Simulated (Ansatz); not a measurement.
A structure relaxed at r2SCAN-D4/def2-TZVPD in Ansatz, charge -1, doublet:

```xyz
3

Sn   -0.568    1.097   -0.339
O     0.043   -0.453    0.880
O     0.525   -0.644   -0.541
```

Task: Give its formula and point group.

Result: SnO₂⁻. Point group C2v (tolerance 0.1 Å).

Task: Summarise the bond lengths by kind (pairs closer than 1.2 times the sum of covalent radii, bridged metal pairs left out).

Result: 2 × O–Sn 2.06 Å; 1 × O–O 1.51 Å.

In the def2 sets Sn takes a core potential; there is no spin–orbit coupling. The structure holds 1 bond(s) between oxygen atoms. The highest occupied level of the charge -1 doublet lies above zero (up to 1.32 eV). The electron is either unbound and held by the finite basis, or the level is raised by self-interaction error. Another isomer (doublet) lies 1.47 eV lower at PBE0-D4/def2-TZVPD; other spin states weren't run for this one.
